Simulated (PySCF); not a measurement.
CH₃Cl₂Si, SMILES C[Si](Cl)Cl, multiplicity 2.

The structure is a stationary point at PBE0-D3(BJ)/def2-SVP. The isomer is the one that the SMILES or the coordinates give; other isomers of the formula were not compared.

All values below come from PBE0-D3(BJ)/def2-SVP (PySCF).

Frequencies are harmonic and unscaled.

```
mode  ν (cm⁻¹)  IR (km/mol)  moving atoms (share of kinetic energy)
----  --------  -----------  --------------------------------------
1          151          0.0                                  H 99 %
2          169          3.3                 Cl 74 %, Si 16 %, C 8 %
3          179          0.2                 C 37 %, Cl 29 %, H 27 %
4          236          5.9        Si 41 %, Cl 25 %, H 18 %, C 16 %
5          490         37.5                Cl 50 %, Si 35 %, C 10 %
6          569        126.3                        Si 55 %, Cl 37 %
7          715         60.6                 C 42 %, Si 41 %, H 15 %
8          773         30.4                          H 73 %, C 19 %
9          798         62.3                  H 71 %, C 19 %, Si 9 %
10        1245         13.3                          H 79 %, C 21 %
11        1412          7.0                                  H 96 %
12        1417          8.9                                  H 96 %
13        3057          0.1                                  H 97 %
14        3171          0.2                           H 91 %, C 9 %
15        3185          0.0                          H 90 %, C 10 %
```
